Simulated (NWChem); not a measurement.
System: AlH, singlet; SMILES [AlH]

```xyz
2

Al     0.0000     0.0000     0.1423
H      0.0000     0.0000    -1.5249
```
Atoms are numbered in this order, from 1.

Low-valent species are run as closed-shell singlets; no triplet was tried in these runs. Coordinates come from a PBE0/def2-SVP optimisation.

 States above −ε(HOMO) = 4.9 eV lie in this functional's continuum and hang on the basis.

**Question.** List the 4 lowest vertical singlet excitations from PBE/aug-cc-pVDZ, TDA (NWChem).

**Answer.** 
```
state  energy (eV)  oscillator strength  leading excitation (squared amplitude)
-----  -----------  -------------------  --------------------------------------
S1            2.85                0.057                      HOMO → LUMO (0.96)
S2            2.85                0.057                    HOMO → LUMO+1 (0.96)
S3            5.01                0.141                    HOMO → LUMO+2 (0.88)
S4            5.36                0.077                    HOMO → LUMO+3 (0.80)
```
